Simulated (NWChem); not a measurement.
System: C2H5NOSi; SMILES C1[Si@H](O)C=N1

Here is an NWChem input.

```
start job
memory heap 200 mb stack 900 mb global 1100 mb
geometry units angstroms noautoz
  O      0.000215    -2.054341     0.450307
  Si     0.022806    -0.574981    -0.348998
  C      1.105802     0.927388     0.067494
  N      0.116257     1.770400     0.104245
  C     -1.115177     0.927412     0.035883
  H     -0.005812    -2.004891     1.422323
  H      0.079909    -0.970320    -1.797232
  H      2.153775     1.279523     0.144735
  H     -1.840610     1.300372    -0.717949
  H     -1.630130     0.933125     1.019626
end
basis spherical
  * library def2-svpd
end
dft
  xc pbe0
  iterations 150
  grid xfine
end
task dft gradient
```

Parts of the log:

```
             Northwest Computational Chemistry Package (NWChem) 7.3.0
             --------------------------------------------------------

 C1  symmetry detected

                             Geometry "geometry" -> ""
                             -------------------------

 Output coordinates in angstroms (scale by  1.889725989 to convert to a.u.)

  No.       Tag          Charge          X              Y              Z
 ---- ---------------- ---------- -------------- -------------- --------------
    1 O                    8.0000     0.02880141    -2.06346633     0.35187031
    2 Si                  14.0000     0.02895295    -0.54851838    -0.37808691
    3 C                    6.0000     1.10027201     0.94439485     0.09829958
    4 N                    7.0000     0.10252726     1.77421642     0.18268415
    5 C                    6.0000    -1.12078692     0.92223556     0.08592223
    6 H                    1.0000     0.03114137    -2.05915406     1.32514964
    7 H                    1.0000     0.07687749    -0.87572962    -1.84354637
    8 H                    1.0000     2.14524739     1.30371270     0.18273758
    9 H                    1.0000    -1.85684990     1.32196311    -0.64349127
   10 H                    1.0000    -1.62677040     0.87689847     1.07328476

 Effective nuclear repulsion energy (a.u.)     217.8791849657

                                 NWChem DFT Module
                                 -----------------

 Summary of "ao basis" -> "ao basis" (spherical)
 ------------------------------------------------------------------------------
       Tag                 Description            Shells   Functions and Types
 ---------------- ------------------------------  ------  ---------------------
 O                         def2-svpd                 9       23   4s3p2d
 Si                        def2-svpd                10       24   5s3p2d
 C                         def2-svpd                 8       20   4s2p2d
 N                         def2-svpd                 8       20   4s2p2d
 H                         def2-svpd                 4        8   2s2p

            General Information
            -------------------
          SCF calculation type: DFT
          Wavefunction type:  closed shell.
          No. of atoms     :    10
          No. of electrons :    46
           Alpha electrons :    23
            Beta electrons :    23
          Charge           :     0
          Spin multiplicity:     1
          Use of symmetry is: off; symmetry adaption is: off
          Maximum number of iterations: 150
          AO basis - number of functions:   147
                     number of shells:    63
          Convergence on energy requested:  1.00D-06
          Convergence on density requested:  1.00D-05
          Convergence on gradient requested:  5.00D-04

              XC Information
              --------------
                         PBE0 Method XC Functional
                     Hartree-Fock (Exact) Exchange  0.250
          PerdewBurkeErnzerhof Exchange Functional  0.750
            Perdew 1991 LDA Correlation Functional  1.000 local
           PerdewBurkeErnz. Correlation Functional  1.000 non-local

             Grid Information
             ----------------
          Grid used for XC integration:  xfine
          Radial quadrature: Mura-Knowles
          Angular quadrature: Lebedev.
          Tag              B.-S. Rad. Rad. Pts. Rad. Cut. Ang. Pts.
          ---              ---------- --------- --------- ---------
          O                   0.60      100          12.0      1454
          Si                  1.10      125          10.0      1454
          C                   0.70      100          12.0      1454
          N                   0.65      100          13.0      1454
          H                   0.35      100          13.0      1202
          Grid pruning is: on
          Number of quadrature shells:  1025
          Spatial weights used:  Erf1

      Superposition of Atomic Density Guess
      -------------------------------------

 Sum of atomic energies:        -495.42419151

      Non-variational initial energy
      ------------------------------

 Total energy =    -497.805697
 1-e energy   =   -1113.442142
 2-e energy   =     397.757260
 HOMO         =      -0.273165
 LUMO         =      -0.049279

   convergence    iter        energy       DeltaE   RMS-Dens  Diis-err
 ---------------- ----- ----------------- --------- --------- ---------
 d= 0,ls=0.0,diis     1   -498.0085164049 -7.16D+02  1.24D-02  6.71D-01
 d= 0,ls=0.0,diis     2   -497.9417360669  6.68D-02  6.50D-03  1.41D+00
 d= 0,ls=0.0,diis     3   -498.0840303139 -1.42D-01  1.64D-03  4.26D-02
 d= 0,ls=0.0,diis     4   -498.0872366368 -3.21D-03  7.24D-04  1.24D-02
 d= 0,ls=0.0,diis     5   -498.0885033373 -1.27D-03  1.95D-04  8.58D-04
  Resetting Diis
 d= 0,ls=0.0,diis     6   -498.0886034895 -1.00D-04  4.63D-05  2.07D-05
 d= 0,ls=0.0,diis     7   -498.0886063975 -2.91D-06  1.43D-05  1.01D-06
 d= 0,ls=0.0,diis     8   -498.0886063588  3.88D-08  7.73D-06  1.37D-06

         Total DFT energy =     -498.088606358780
      One electron energy =    -1117.070597262657
           Coulomb energy =      449.779569672688
    Exchange-Corr. energy =      -48.676763734540
 Nuclear repulsion energy =      217.879184965729

 Numeric. integr. density =       46.000000235788

                       DFT Final Molecular Orbital Analysis
                       ------------------------------------

 Vector   21  Occ=2.000000D+00  E=-3.276556D-01
              MO Center=  7.6D-02,  1.2D+00,  1.2D-01, r^2= 2.4D+00
   Bfn.  Coefficient  Atom+Function         Bfn.  Coefficient  Atom+Function
  ----- ------------  ---------------      ----- ------------  ---------------
    54      0.362947   3 C  pz               74     -0.361368   4 N  pz
    77      0.247930   4 N  pz              140     -0.213299  10 H  s
    94     -0.204359   5 C  pz               57      0.191620   3 C  pz
   132      0.159613   9 H  s               133      0.146339   9 H  s
   141     -0.138934  10 H  s                97     -0.087687   5 C  pz

 Vector   22  Occ=2.000000D+00  E=-3.151487D-01
              MO Center= -1.4D-01,  1.3D-01,  2.9D-02, r^2= 3.3D+00
   Bfn.  Coefficient  Atom+Function         Bfn.  Coefficient  Atom+Function
  ----- ------------  ---------------      ----- ------------  ---------------
     5      0.287373   1 O  px               93     -0.271800   5 C  py
    53      0.225115   3 C  py               92      0.218052   5 C  px
     8      0.207812   1 O  px               32     -0.197753   2 Si px
    50     -0.191300   3 C  s               124      0.160747   8 H  s
    52      0.157430   3 C  px               90      0.157471   5 C  s

 Vector   23  Occ=2.000000D+00  E=-2.592730D-01
              MO Center=  1.2D-01,  1.1D+00,  3.6D-02, r^2= 3.1D+00
   Bfn.  Coefficient  Atom+Function         Bfn.  Coefficient  Atom+Function
  ----- ------------  ---------------      ----- ------------  ---------------
    71      0.456205   4 N  s                73     -0.449631   4 N  py
    76      0.272487   4 N  py               70      0.260354   4 N  s
     4      0.220619   1 O  s                53     -0.214470   3 C  py
    56     -0.205873   3 C  py               93     -0.204729   5 C  py
   125     -0.194591   8 H  s                96     -0.178093   5 C  py

 Vector   24  Occ=0.000000D+00  E=-4.467162D-02
              MO Center=  4.9D-01,  6.8D-01,  2.2D-01, r^2= 3.7D+00
   Bfn.  Coefficient  Atom+Function         Bfn.  Coefficient  Atom+Function
  ----- ------------  ---------------      ----- ------------  ---------------
    28      0.673310   2 Si s                74      0.416720   4 N  pz
    77     -0.353207   4 N  pz               13      0.346007   1 O  pz
    54      0.335171   3 C  pz               71     -0.321474   4 N  s
    57      0.308407   3 C  pz               44      0.216826   2 Si d -1
    47     -0.196367   2 Si d  2            117      0.179896   7 H  s

 Vector   25  Occ=0.000000D+00  E= 7.561745D-03
              MO Center=  1.8D-01, -1.4D+00,  8.6D-01, r^2= 7.3D+00
   Bfn.  Coefficient  Atom+Function         Bfn.  Coefficient  Atom+Function
  ----- ------------  ---------------      ----- ------------  ---------------
    28      2.980157   2 Si s                13      1.171070   1 O  pz
     4     -1.114543   1 O  s                27     -0.754042   2 Si s
    71     -0.747108   4 N  s                37      0.738948   2 Si pz
    45     -0.721098   2 Si d  0             12     -0.549542   1 O  py
    44      0.545354   2 Si d -1            117      0.522773   7 H  s

 Vector   26  Occ=0.000000D+00  E= 2.849196D-02
              MO Center= -5.5D-01, -2.1D-01, -5.8D-01, r^2= 6.9D+00
   Bfn.  Coefficient  Atom+Function         Bfn.  Coefficient  Atom+Function
  ----- ------------  ---------------      ----- ------------  ---------------
    91      2.337784   5 C  s                51     -1.663599   3 C  s
   133     -1.499312   9 H  s               125      1.051420   8 H  s
    28      0.861449   2 Si s                90      0.816220   5 C  s
   141     -0.703341  10 H  s                 4     -0.650073   1 O  s
    27     -0.635702   2 Si s               137     -0.364630   9 H  px

     Multipole analysis of the density
     ---------------------------------

     L   x y z        total         alpha         beta         nuclear
     -   - - -        -----         -----         ----         -------
     0   0 0 0     -0.000000    -23.000000    -23.000000     46.000000

     1   1 0 0     -0.018080     -0.009040     -0.009040     -0.000000
     1   0 1 0     -0.369613     -0.184807     -0.184807     -0.000000
     1   0 0 1      0.425267      0.212633      0.212633     -0.000000

     2   2 0 0    -25.378826    -58.391476    -58.391476     91.404125
     2   1 1 0     -0.071014      1.049269      1.049269     -2.169551
     2   1 0 1      0.045523      0.253985      0.253985     -0.462446
     2   0 2 0    -34.306871   -159.974386   -159.974386    285.641900
     2   0 1 1     -2.475505     -0.542516     -0.542516     -1.390472
     2   0 0 2    -25.518044    -30.760371    -30.760371     36.002698

            General Information
            -------------------
          SCF calculation type: DFT
          Wavefunction type:  closed shell.
          No. of atoms     :    10
          No. of electrons :    46
           Alpha electrons :    23
            Beta electrons :    23
          Charge           :     0
          Spin multiplicity:     1
          Use of symmetry is: off; symmetry adaption is: off
          Maximum number of iterations: 150
          AO basis - number of functions:   147
                     number of shells:    63
          Convergence on energy requested:  1.00D-06
          Convergence on density requested:  1.00D-05
          Convergence on gradient requested:  5.00D-04

              XC Information
              --------------
                         PBE0 Method XC Functional
                     Hartree-Fock (Exact) Exchange  0.250
          PerdewBurkeErnzerhof Exchange Functional  0.750
            Perdew 1991 LDA Correlation Functional  1.000 local
           PerdewBurkeErnz. Correlation Functional  1.000 non-local

             Grid Information
             ----------------
          Grid used for XC integration:  xfine
          Radial quadrature: Mura-Knowles
          Angular quadrature: Lebedev.
          Tag              B.-S. Rad. Rad. Pts. Rad. Cut. Ang. Pts.
          ---              ---------- --------- --------- ---------
          O                   0.60      100          12.0      1454
          Si                  1.10      125          10.0      1454
          C                   0.70      100          12.0      1454
          N                   0.65      100          13.0      1454
          H                   0.35      100          13.0      1202
          Grid pruning is: on
          Number of quadrature shells:  1025
          Spatial weights used:  Erf1

          Convergence Information
          -----------------------
          Convergence aids based upon iterative change in
          total energy or number of iterations.
          Levelshifting, if invoked, occurs when the
          HOMO/LUMO gap drops below (HL_TOL):  1.00D-02
          DIIS, if invoked, will attempt to extrapolate
          using up to (NFOCK): 10 stored Fock matrices.

                    Damping( 0%)  Levelshifting(0.5)       DIIS
                  --------------- ------------------- ---------------
          dE  on:    start            ASAP                start
          dE off:    2 iters        150 iters           150 iters

                            NWChem DFT Gradient Module
                            --------------------------

  charge          =   0.00
  wavefunction    = closed shell

                         DFT ENERGY GRADIENTS

    atom               coordinates                        gradient
                 x          y          z           x          y          z
   1 O       0.054427  -3.899386   0.664938   -0.000525  -0.008040  -0.012112
   2 Si      0.054713  -1.036549  -0.714481    0.001523  -0.002487   0.003623
   3 C       2.079213   1.784647   0.185759    0.006878  -0.009653  -0.001083
   4 N       0.193748   3.352783   0.345223   -0.007340   0.016842   0.001368
   5 C      -2.117980   1.742773   0.162369    0.001129  -0.001367  -0.001288
   6 H       0.058849  -3.891237   2.504170    0.000217   0.001948   0.011825
   7 H       0.145277  -1.654889  -3.483797   -0.000074  -0.001131  -0.004549
   8 H       4.053930   2.463660   0.345324    0.007199   0.002113   0.000669
   9 H      -3.508938   2.498148  -1.216022   -0.005393   0.002192  -0.003966
  10 H      -3.074150   1.657098   2.028214   -0.003613  -0.000418   0.005512
```

Level: PBE0/def2-SVPD. Coordinates come from a PBE-D3(BJ)/def2-SVP optimisation.
